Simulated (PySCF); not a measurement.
Hf(Cl)2(Me)2 (C2H6Cl2Hf), SMILES [CH3][Hf]([Cl])([Cl])[CH3], multiplicity 1. Heavy atoms are numbered as in [Hf:1]([Cl:2])([Cl:3])([CH3:4])[CH3:8]. Hydrogens are named by the atom that carries them.

Geometry optimised at PBE0-D3(BJ)/def2-SVP. The multiplicity is an assumed one; other spin states were not compared. The def2 effective core potentials stand for the cores of Hf; spin–orbit coupling is left out.

All values below come from PBE0/def2-TZVP run with PySCF.

ESP charges are fitted to the potential on shells at 1.4 to 2.0 van der Waals radii. Atomic charges (e), one atom of each kind:

```csv
atom,Mulliken,ESP fit,Löwdin
Hf1,1.16,0.99,0.25
Cl2,-0.37,-0.29,0.05
C4 (CH3),-0.71,-0.65,-0.57
H on C4,0.16,0.15,0.13
```
